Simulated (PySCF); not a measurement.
## Bond curve of InO⁻

Set-up: PySCF, scalar-relativistic core potentials, basis sets In def2-SVPD with ECP28, O def2-SVPD. Energies in eV from In + O⁻ in their ground configurations at the same level. State: ¹Σ⁺ (singlet), closed shell.

Curves on a restricted Hartree–Fock reference rise too fast on stretching and do not dissociate correctly.

| R (Å) | RHF-MP2 |
| --- | --- |
| 1.674 | -3.281 |
| 1.751 | -4.118 |
| 1.829 | -4.603 |
| 1.888 | -4.800 |
| 1.946 | -4.890 |
| 2.004 | -4.899 |
| 2.082 | -4.818 |
| 2.179 | -4.611 |
| 2.296 | -4.263 |
| 2.452 | -3.674 |

**Question.** Put a parabola through the three lowest points of the RHF-MP2 curve and estimate Re, k and ωe (reduced mass 14.04 u; 1 eV/Å² = 0.16022 mdyn/Å; ωe = 1302.8·√(k/μ) cm⁻¹).

**Answer.** Through R = 1.946, 2.004, 2.082 Å the second-order coefficient is 8.78 eV/Å², so Re ≈ 1.984 Å, k ≈ 2.81 mdyn/Å and ωe ≈ 583 cm⁻¹. A polynomial fit of higher order to the unrounded RHF-MP2 energies gives Re = 1.982 Å, k = 3.20 mdyn/Å, ωe = 622 cm⁻¹; anharmonicity and rounding make the difference.

The higher-order fit for each curve: RHF-MP2: Re = 1.982 Å, ωe = 622 cm⁻¹, De = 4.90 eV.

Correlated steps freeze 5 core orbitals. Correlated levels converge slowly with the basis: in double zeta they bind strong bonds too weakly, by up to about 1 eV, and carry superposition errors of some tenths. These are scalar-relativistic numbers at best; spin–orbit coupling would shift them, the dissociation energy most. For an ion De counts to the pair picked by the measured ionisation energies or electron affinities, which need not be the lowest pair at this level. Where the molecule has an RHF reference, its open-shell atoms are computed with UHF.
